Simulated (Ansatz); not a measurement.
`BC(C)F` and `B[SiH2]C(B)F` differ in one atom or group.

Ansatz, PBE0-D4/def2-TZVP geometries, multiplicity 1. Each molecule was computed in one conformer, which needn't be the lowest.

```tsv
property	`BC(C)F`
size of the dipole moment (ωB97M-V/def2-TZVPP) / D	1.82
HOMO energy (PBE/def2-TZVPP) / eV	-7.09
size of the dipole moment (B3LYP/def2-TZVPP) / D	1.83
LUMO energy (PBE/def2-TZVPP) / eV	-2.75
HOMO energy (ωB97M-V/def2-TZVPP) / eV	-11.04
HOMO–LUMO gap (PBE/def2-TZVPP) / eV	4.34
```

(1) Give the same properties after the change, and the shifts. (An estimate is asked.)

Results:

(1) Computed: 
| property | `B[SiH2]C(B)F` | shift |
| --- | --- | --- |
| size of the dipole moment (ωB97M-V/def2-TZVPP) / D | 1.46 | -0.36 |
| HOMO energy (PBE/def2-TZVPP) / eV | -6.81 | 0.28 |
| size of the dipole moment (B3LYP/def2-TZVPP) / D | 1.45 | -0.38 |
| LUMO energy (PBE/def2-TZVPP) / eV | -2.41 | 0.34 |
| HOMO energy (ωB97M-V/def2-TZVPP) / eV | -10.04 | 1.00 |
| HOMO–LUMO gap (PBE/def2-TZVPP) / eV | 4.40 | 0.06 |

With PBE0 the HOMO rises by 0.74 eV and the LUMO rises by 0.27 eV, so the gap narrows by about 0.47 eV. PBE moves the HOMO by 0.28 eV and ωB97M-V by 1.00 eV. Dipoles are sizes alone; their direction can turn.

B3LYP here is the variant with VWN-RPA as its local correlation; programs differ in this.
